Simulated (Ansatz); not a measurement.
Breaking the Ga1–H2 bond in ClFGaH (SMILES [F][GaH][Cl]) (multiplicity 1 held, fragments rigid). Energies count from the point at 1.542 Å.
Geometry at that point (charge 0, multiplicity 1):
```json
[
 {"atom": "Ga", "x (Å)": "-0.4204", "y (Å)": "0.0949", "z (Å)": "-0.3452"},
 {"atom": "H", "x (Å)": "-1.6104", "y (Å)": "-0.4186", "z (Å)": "-1.1800"},
 {"atom": "F", "x (Å)": "-0.0046", "y (Å)": "1.7996", "z (Å)": "-0.3318"},
 {"atom": "Cl", "x (Å)": "0.8637", "y (Å)": "-1.1012", "z (Å)": "0.8746"}
]
```

R- and RO- levels are restricted; in cc, def2 and unpolarised 6-31G sets they are followed outwards from rest. Unrestricted levels (U-) break spin symmetry where that is lower. Active spaces are followed from a long bond inwards. Curves can end on different states.

Frozen-core correlation. Filled d and f shells under p-block atoms count as core.

Codes used: Ansatz (a first-principles code). 

Energies in kJ/mol.

```json
[
 {"R (Å)": "1.233", "U-MP2/def2-SVP": "128", "R-SCS-MP2/def2-SVP": "128", "R-CCSDT/def2-SVP": "129", "FIC-MRCISD on CASSCF(2,2)/def2-SVP": "129", "FIC-MRCISD+Q on CASSCF(2,2)/def2-SVP": "128"},
 {"R (Å)": "1.388", "U-MP2/def2-SVP": "27", "R-SCS-MP2/def2-SVP": "27", "R-CCSDT/def2-SVP": "28", "FIC-MRCISD on CASSCF(2,2)/def2-SVP": "28", "FIC-MRCISD+Q on CASSCF(2,2)/def2-SVP": "27"},
 {"R (Å)": "1.542", "U-MP2/def2-SVP": "0", "R-SCS-MP2/def2-SVP": "0", "R-CCSDT/def2-SVP": "0", "FIC-MRCISD on CASSCF(2,2)/def2-SVP": "0", "FIC-MRCISD+Q on CASSCF(2,2)/def2-SVP": "0"},
 {"R (Å)": "1.696", "U-MP2/def2-SVP": "14", "R-SCS-MP2/def2-SVP": "13", "R-CCSDT/def2-SVP": "12", "FIC-MRCISD on CASSCF(2,2)/def2-SVP": "12", "FIC-MRCISD+Q on CASSCF(2,2)/def2-SVP": "12"},
 {"R (Å)": "1.850", "U-MP2/def2-SVP": "48", "R-SCS-MP2/def2-SVP": "48", "R-CCSDT/def2-SVP": "44", "FIC-MRCISD on CASSCF(2,2)/def2-SVP": "44", "FIC-MRCISD+Q on CASSCF(2,2)/def2-SVP": "45"},
 {"R (Å)": "2.081", "U-MP2/def2-SVP": "117", "R-SCS-MP2/def2-SVP": "116", "R-CCSDT/def2-SVP": "106", "FIC-MRCISD on CASSCF(2,2)/def2-SVP": "106", "FIC-MRCISD+Q on CASSCF(2,2)/def2-SVP": "107"},
 {"R (Å)": "2.313", "U-MP2/def2-SVP": "212", "R-SCS-MP2/def2-SVP": "187", "R-CCSDT/def2-SVP": "169", "FIC-MRCISD on CASSCF(2,2)/def2-SVP": "168", "FIC-MRCISD+Q on CASSCF(2,2)/def2-SVP": "170"},
 {"R (Å)": "2.698", "U-MP2/def2-SVP": "288", "R-SCS-MP2/def2-SVP": "292", "R-CCSDT/def2-SVP": "252", "FIC-MRCISD on CASSCF(2,2)/def2-SVP": "250", "FIC-MRCISD+Q on CASSCF(2,2)/def2-SVP": "253"},
 {"R (Å)": "3.083", "U-MP2/def2-SVP": "312", "R-SCS-MP2/def2-SVP": "370", "R-CCSDT/def2-SVP": "301", "FIC-MRCISD on CASSCF(2,2)/def2-SVP": "298", "FIC-MRCISD+Q on CASSCF(2,2)/def2-SVP": "302"},
 {"R (Å)": "3.546", "U-MP2/def2-SVP": "320", "R-SCS-MP2/def2-SVP": "426", "R-CCSDT/def2-SVP": "328", "FIC-MRCISD on CASSCF(2,2)/def2-SVP": "324", "FIC-MRCISD+Q on CASSCF(2,2)/def2-SVP": "328"},
 {"R (Å)": "4.163", "U-MP2/def2-SVP": "323", "R-SCS-MP2/def2-SVP": "446", "R-CCSDT/def2-SVP": "338", "FIC-MRCISD on CASSCF(2,2)/def2-SVP": "334", "FIC-MRCISD+Q on CASSCF(2,2)/def2-SVP": "338"},
 {"R (Å)": "4.933", "U-MP2/def2-SVP": "324", "R-SCS-MP2/def2-SVP": "405", "R-CCSDT/def2-SVP": "341", "FIC-MRCISD on CASSCF(2,2)/def2-SVP": "336", "FIC-MRCISD+Q on CASSCF(2,2)/def2-SVP": "340"}
]
```

Doubts at one or more of the structures used: a spin-contaminated determinant (U-MP2/def2-SVP); a restricted determinant that unrestricted orbitals would lower (R-SCS-MP2/def2-SVP, R-CCSDT/def2-SVP); other coupled-cluster roots lie near (R-CCSDT/def2-SVP).
